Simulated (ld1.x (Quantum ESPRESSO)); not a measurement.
## P, ultrasoft: configuration errors across variants

```json
{
  "Element": "P (Z = 15)",
  "Generator": "ld1.x (Quantum ESPRESSO) 7.5",
  "Type": "ultrasoft",
  "Functional": "PBE",
  "Relativity": "scalar-relativistic",
  "Frozen core": "[Ne]",
  "Valence charge": "5",
  "Reference configuration": "3s1.75 3p3.25",
  "Partial waves": "3s (bound): rcut 1.40, rcutus 1.65 bohr; 3s channel at 1.35 Ry: rcut 1.40, rcutus 1.65 bohr; 3p (bound): rcut 1.95, rcutus 2.20 bohr; 3p channel at 2.7 Ry: rcut 1.95, rcutus 2.20 bohr; 3d channel at -0.2 Ry: rcut 1.80, rcutus 2.10 bohr",
  "Local potential": "all-electron potential smoothed inside 2.15 bohr (lloc = -1)",
  "Core correction": "none",
  "Augmentation charge": "PSQ, radius 1.30 bohr"
}
```

All-electron excitation energies from the reference (eV): (1) 3s2 3p3 -2.120; (2) 3s2 3p2 7.609; (3) 3s2 3p1 26.756; (4) 3s2 3p2.5 1.655; (5) 3s0 3p5 15.080; (6) 3s1 3p0 108.501; (7) 3s2 3p0 56.495.

The overlap operator is not positive definite (basis up to 400 Ry) in “base”, “wave 3s channel at 1.35 Ry: rcut 1.40, rcutus 1.65 bohr becomes 3s channel at 5.41 Ry: rcut 1.40, rcutus 1.65 bohr”, “local potential all-electron potential smoothed inside 0.98 bohr (lloc = -1)”, “wave 3d channel at -0.2 Ry: rcut 1.80, rcutus 2.10 bohr becomes 3d channel at -0.2 Ry: rcut 1.80, rcutus 2.50 bohr”, “core correction a·sin(br)/r model core inside 1.90 bohr”, “augmentation PSQ, radius 1.25 bohr”, “waves 3s (bound): rcut 1.40, rcutus 1.76 bohr; 3s channel at 1.35 Ry: rcut 1.40, rcutus 1.76 bohr”, “local potential all-electron potential smoothed inside 1.90 bohr (lloc = -1)”. Such files are unfit for use, however small their errors in these radial tests.

1 further variants failed, have other tests or too few solved ones, and are left out.

Errors AE − PS in meV (a dash: test not solved or not reliable):

```csv
change,(1),(2),(3),(4),(5),(6),(7),bound ghosts
base,+0.2,-2.7,-5.4,-0.8,+10,+101,+8.3,not determined (overlap not positive)
"wave 3s channel at 1.35 Ry: rcut 1.40, rcutus 1.65 bohr becomes 3s channel at 5.41 Ry: rcut 1.40, rcutus 1.65 bohr",+0.2,-2.7,-5.0,-0.8,+10,+104,+9.9,not determined (overlap not positive)
local potential all-electron potential smoothed inside 0.98 bohr (lloc = -1),+0.2,+0.7,+0.3,+0.5,+11,+101,+8.4,not determined (overlap not positive)
"wave 3d channel at -0.2 Ry: rcut 1.80, rcutus 2.10 bohr becomes 3d channel at -0.2 Ry: rcut 1.80, rcutus 2.50 bohr",+0.2,-2.7,-5.4,-0.8,+10,+101,+8.3,not determined (overlap not positive)
core correction a·sin(br)/r model core inside 1.90 bohr,+0.2,-2.7,-6.0,-0.7,+10,+76,+3.6,not determined (overlap not positive)
"augmentation PSQ, radius 1.25 bohr",+0.2,-2.7,-6.3,-0.8,+9.2,+87,+2.1,not determined (overlap not positive)
"waves 3p (bound): rcut 1.95, rcutus 3.12 bohr; 3p channel at 2.7 Ry: rcut 1.95, rcutus 3.12 bohr",+0.5,+3.3,+9.6,+1.2,+35,+124,+27,none
"waves 3s (bound): rcut 1.40, rcutus 1.76 bohr; 3s channel at 1.35 Ry: rcut 1.40, rcutus 1.76 bohr",+0.1,-2.8,-5.9,-0.8,+7.4,+105,+7.2,not determined (overlap not positive)
local potential all-electron potential smoothed inside 1.90 bohr (lloc = -1),+0.2,-2.0,-3.8,-0.5,+11,+101,+8.3,not determined (overlap not positive)
type TM; waves now 3s (bound): rc 1.65 bohr; 3p (bound): rc 2.20 bohr; 3d channel at -0.2 Ry: rc 2.10 bohr; local potential all-electron potential smoothed inside 2.10 bohr (lloc = -1),+0.2,+0.5,+8.5,-0.1,+3.2,+192,+42,none
```

(1) Give the same row for: all radii scaled by about 0.85 (s 1.40, p 1.88, d 1.78 bohr, rcut 1.20/1.66/1.54); local potential all-electron potential smoothed inside 1.84 bohr (lloc = -1); augmentation PSQ, radius 1.10 bohr.

Results:

(1) -0.4, -1.3, -6.5, -0.8, +0.4, +53, -19; bound ghosts: none.
